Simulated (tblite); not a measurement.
Start geometry of `C[Si@H](C#CC1CC1)[SiH2][SiH3]` from a force field or distance geometry (Å):
```
atom  x, y, z in Å
C1    -1.4588   -3.0482   -0.6540
Si2   -1.4433   -1.1891   -0.6753
C3     0.3157   -0.5270   -0.6989
C4     1.4176   -0.0640   -0.7148
C5     2.7389    0.4794   -0.6935
C6     2.9308    1.8715   -0.1597
C7     3.4316    0.6913    0.6176
Si8   -2.4856   -0.4186    1.2429
Si9   -2.4160    1.8616    1.1059
H10   -0.9446   -3.4502    0.2216
H11   -2.4959   -3.4290   -0.6324
H12   -0.9887   -3.4521   -1.5472
H13   -2.1875   -0.7052   -1.8476
H14    3.3728    0.1929   -1.5414
H15    3.6654    2.5139   -0.6416
H16    2.0721    2.4093    0.2393
H17    4.5014    0.5208    0.6669
H18    2.9038    0.4188    1.5320
H19   -1.8009   -0.9197    2.4689
H20   -3.8941   -0.9161    1.2836
H21   -1.0242    2.3715    1.1230
H22   -3.0864    2.3380   -0.1383
H23   -3.1288    2.4773    2.2742
```

Task: What comes out of this run: GFN2-xTB geometry optimisation, gas phase (tblite)?

Result: 
```
atom  x, y, z in Å
C1    -1.233   -3.161   -0.107
Si2   -1.462   -1.443   -0.899
C3     0.203   -0.643   -0.966
C4     1.260   -0.060   -0.924
C5     2.503    0.640   -0.857
C6     2.500    2.086   -0.430
C7     3.035    1.042    0.495
Si8   -2.798   -0.058    0.410
Si9   -1.636    1.382    1.798
H10   -0.766   -3.079    0.871
H11   -2.186   -3.667    0.023
H12   -0.601   -3.800   -0.718
H13   -1.889   -1.649   -2.296
H14    3.224    0.342   -1.610
H15    3.195    2.757   -0.913
H16    1.548    2.533   -0.189
H17    4.101    0.985    0.655
H18    2.444    0.784    1.361
H19   -3.738   -0.873    1.204
H20   -3.695    0.717   -0.465
H21   -0.445    0.739    2.361
H22   -1.165    2.573    1.084
H23   -2.403    1.880    2.945
```

The energy falls by 21.0 kJ/mol over 269 L-BFGS steps, the largest force on an atom goes from 2.04 to 0.009 eV/Å, and the atoms move by 1.155 Å rms after alignment. The bond that changes most is C1–Si2 (Si-methyl carbon to SiH silicon), which lengthens by 0.046 Å. Bonds longer at the end by more than 0.005 Å: 5 of 23; shorter: 13. Among the angles that change most is Si2–Si8–Si9, from 105.6° to 114.8°. Among the dihedrals that turn most is C1–Si2–Si8–H19, from 59° to -28°. Rotational constants go from 1087, 518.6, 383.3 to 1086, 577.2, 419.0 MHz. The orientation of the end geometry is arbitrary; only internal coordinates are fixed.

Its lowest GFN2-xTB frequency is 16i cm⁻¹, too small to tell a flat minimum from a shallow saddle. The numbers are those of one conformer. 3 starts were optimised and ended at 0.00, 0.09 and 0.51 kcal/mol (GFN2-xTB); the lowest of these is shown.

These are computed values.
